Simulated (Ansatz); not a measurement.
A nudged elastic band was laid between two geometries of CH$_{4}$OSi$_{2}$ (8 atoms, charge 0, multiplicity 1).

Method: Ansatz, RKS PBE/cc-pVDZ.

```json
{
 "movable images": "9",
 "climbing image": "yes",
 "spring": "5.0 eV/Å²",
 "optimiser": "quadratic models (default)",
 "start path": "through a guess of the saddle point",
 "force threshold": "0.03 eV/Å",
 "iteration limit": "60",
 "end points": "relaxed"
}
```

Image 0:

```xyz
8
Properties=species:S:1:pos:R:3
O 1.792 -1.874 1.045
C 1.452 -0.794 0.782
Si 0.939 0.998 0.670
Si -1.123 0.237 -0.321
H 1.757 1.070 -0.632
H -1.862 1.492 -0.726
H -1.003 -0.650 -1.538
H -1.952 -0.480 0.719
```

Image 10:

```xyz
8
Properties=species:S:1:pos:R:3
O 2.250 -1.633 -0.227
C 1.637 -0.772 0.258
Si 0.673 0.441 1.299
Si -1.155 0.140 -0.244
H 1.389 1.559 0.521
H -0.851 0.354 -1.708
H -1.743 -1.240 -0.070
H -2.200 1.151 0.171
```

(1) What changes between the two ends?

(2) What energy profile does the band end with?

(3) What is the geometry of the highest image?

The band took 14 iterations and about 6 core-minutes.

Answers

(1) No bond is made or broken. The dihedral C2–Si3–Si4–H7 goes from -55 to 71°. The two ends are copies of one structure, up to a mirror image or an exchange of like atoms.

(2) It converged. The highest image is number 6 of 0 to 10, 0.032 eV above the ends, which have the same energy within 2 meV. A vibrational analysis at the climbing image gives one clearly imaginary mode, 92i cm⁻¹: a first-order saddle point.

```
image  path coordinate (Å)  energy (eV)  dihedral C2–Si3–Si4–H7 (°)
    0                 0.00        0.000                         -55
    1                 0.33        0.002                         -44
    2                 0.67        0.006                         -34
    3                 1.00        0.014                         -24
    4                 1.34        0.022                         -13
    5                 1.67        0.029                          -2
    6                 2.01        0.032                           8
    7                 2.51        0.027                          24
    8                 3.01        0.014                          40
    9                 3.50        0.004                          55
   10                 4.00        0.000                          71
```

(3) 
```xyz
8
Properties=species:S:1:pos:R:3:forces:R:3
O 2.033 -1.886 0.337 0.00 0.00 0.00
C 1.540 -0.848 0.517 0.00 0.00 0.00
Si 0.769 0.745 1.103 0.00 0.00 0.00
Si -1.151 0.205 -0.273 0.00 0.00 0.00
H 1.592 1.441 0.005 0.00 0.00 0.00
H -1.258 1.214 -1.392 0.00 0.00 0.00
H -1.132 -1.181 -0.876 0.00 0.00 0.00
H -2.393 0.310 0.580 0.00 0.00 0.00
```

Run time: 5.6 min on 1 thread of Intel(R) Xeon(R) Processor @ 2.70GHz (shared host), peak memory 0.14 GiB.
